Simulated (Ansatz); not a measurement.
Consider the redistribution: `F[CH]([SiH3])[GaH2]` + `C=CN(C)[SiH2]Cl` → `C=CN(C)[SiH3]` + `F[CH]([GaH2])[SiH2]Cl`.

Program: Ansatz. Geometries: PBE0-D4/def2-TZVP. ΔE: electronic, gas phase. CBS: MP2 limit from def2 TZ/QZ plus the TZ coupled-cluster correction, frozen cores. Functionals use def2-TZVPP. B3LYP here is the variant with VWN-RPA as its local correlation; programs differ in this. For Ga outer-core shells are correlated without core-valence functions, which leaves a few kJ/mol of doubt a bond. Scalar relativity is left out up to krypton. Each species was taken in one conformer, which may not be the lowest.

```tsv
level	ΔE (kJ/mol)
r2SCAN-D4	13.8
ωB97M-V	13.9
B3LYP	12.9
HF/def2-TZVPP	11.7
MP2/def2-TZVPP	14.4
CCSD(T)/def2-TZVPP	14.6
HF/CBS(def2)	11.7
MP2/CBS(def2)	14.4
```

Task: What does CCSD(T)/CBS give? (Estimate.)

Result: Computed: +14.6 kJ/mol. The listed levels differ from it by -0.8, -0.7, -1.7, -2.9, -0.2, 0.0, -2.9, -0.2 kJ/mol.

Largest T1 diagnostic among the species: 0.013.
